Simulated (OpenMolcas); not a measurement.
# Tm2+: moving or changing the point charges

Tm2+ among 6 point charges of -0.5 e arranged as a trigonal antiprism (D3d), 2.67 Å from the ion, with a polar angle of 50.4° against the regular 54.74°.

- Program: OpenMolcas 26.06
- Method: SS-CASPT2, IPEA 0.25 Eh, imaginary shift 0.1 Eh (closed shells correlated: 5s 5p)
- Basis: ANO-RCC-VDZP [7s6p4d2f1g]
- Scalar Hamiltonian: DKH2, point nucleus
- Active space: 13 electrons in 7 orbitals (4f)
- State averaging: 2S+1 = 2 odd, 7 roots
- Spin-orbit coupling: RASSI with atomic mean-field integrals over the reference wave functions

Runs around this geometry, states (labels of D3, the rotations of D3d). Energies in cm-1 above the lowest state or level, χT in cm3 K/mol.

| R (Å) | q (e) | Ground state | First state of that spin | First gap with spin-orbit (degeneracies) | Width of lowest J | χT at 300 K |
| --- | --- | --- | --- | --- | --- | --- |
| 2.67 | -0.25 | 2E | 2A2 37 | 9 (2, 2) | 129 | 2.570 |
| 2.67 | -0.5 | 2E | 2A2 32 | 23 (2, 2) | 259 | 2.555 |
| 2.96 | -0.5 | 2E | 2A2 29 | 16 (2, 2) | 186 | 2.565 |
| 3.16 | -0.5 | 2E | 2A2 22 | 14 (2, 2) | 148 | 2.569 |

Taking the width of the lowest J multiplet as R^-n, n = -ln(148 / 259) / ln(3.16 / 2.67) = 3.3 between the shortest and longest distance.

Scaling the charges by -0.25 / -0.5 = 0.50 scales the width of the lowest J multiplet by 129 / 259 = 0.50; with fixed orbitals a first-order splitting would follow the charge.

Point charges carry no covalency, so the field is a model and not that of real ligands. No measured value stands beside these numbers.
